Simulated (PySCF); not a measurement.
First SCF of a structure search on singlet [TiCl3]+, at a hand-made trigonal pyramidal geometry. PySCF input:

```python
from pyscf import gto, scf, dft
mol = gto.M(atom='''
Ti     0.000000     0.000000     0.000000
Cl     2.033400     0.000000     1.081200
Cl    -1.016700     1.761000     1.081200
Cl    -1.016700    -1.761000     1.081200''',
    basis={'Ti': 'def2-TZVP', 'Cl': 'def2-TZVP'},
    charge=1, spin=0)
mf = dft.RKS(mol, xc='PBE0')
mf.grids.atom_grid = (50, 194)
aux = {'Ti': 'def2-universal-JKFIT', 'Cl': 'def2-universal-JKFIT'}
mf = mf.density_fit(auxbasis=aux)
mf.conv_tol = 1e-08
mf.diis_space = 10
mf.max_cycle = 60
mf.init_guess = 'minao'
mf.verbose = 4
mf.kernel()
```

Excerpt of the output (cycles and frontier levels):

```
init E= -2229.4933800984
  HOMO = -0.380773546351834  LUMO = -0.137985974785716  gap/eV = 6.60659
cycle= 1 E= -2228.7847418843  delta_E= 0.709  |g|= 1.15  |ddm|=  2.1
  HOMO = -0.544911207943124  LUMO = -0.504508992163203  gap/eV = 1.09940
cycle= 2 E= -2203.28693614718  delta_E= 25.5  |g|= 11.1  |ddm|= 4.94
  HOMO = -0.526956008842307  LUMO = -0.501800726174391  gap/eV = 0.68451
cycle= 3 E= -2214.82404214194  delta_E= -11.5  |g|= 8.96  |ddm|=  2.3
  HOMO = -0.525968655988851  LUMO = -0.502204647930962  gap/eV = 0.64665
cycle= 4 E= -2215.80493080606  delta_E= -0.981  |g|= 8.79  |ddm|= 0.201
  HOMO = -0.524199842673281  LUMO = -0.501627539638688  gap/eV = 0.61422
cycle= 5 E= -2216.80141073669  delta_E= -0.996  |g|= 8.53  |ddm|= 0.178
  HOMO = -0.524539991935726  LUMO = -0.508043572692921  gap/eV = 0.44889
cycle= 6 E= -2218.25549926473  delta_E= -1.45  |g|= 8.22  |ddm|= 0.42
  HOMO = -0.524035429753726  LUMO = -0.508183208884377  gap/eV = 0.43136
... 24 lines left out ...
cycle= 19 E= -2229.27711947005  delta_E= -4.93e-07  |g|= 0.00106  |ddm|= 0.00268
  HOMO = -0.528285636147827  LUMO = -0.387079274392933  gap/eV = 3.84242
cycle= 20 E= -2229.27711972244  delta_E= -2.52e-07  |g|= 0.000222  |ddm|= 0.000451
  HOMO = -0.528291137755996  LUMO = -0.387069285294089  gap/eV = 3.84284
cycle= 21 E= -2229.27711973627  delta_E= -1.38e-08  |g|= 3.98e-05  |ddm|= 0.000205
  HOMO = -0.528289712570116  LUMO = -0.387071284519603  gap/eV = 3.84275
cycle= 22 E= -2229.27711973695  delta_E= -6.8e-10  |g|= 5.79e-06  |ddm|= 5.61e-05
  HOMO = -0.528289724587342  LUMO = -0.387072507921644  gap/eV = 3.84272
Extra cycle  E= -2229.2771197369  delta_E= 4.18e-11  |g|= 1.73e-05  |ddm|= 1.69e-05
converged SCF energy = -2229.2771197369
```

No lower solution of this spin was found from smeared starts or by a stability analysis within the restricted form, which does not test spin polarisation.

The search for the lowest solution, 3 starts and the stability check together, took 17 s on 4 threads of a shared Arm Neoverse V2 host, with 156 basis functions; the process peaked at 0.65 GiB.
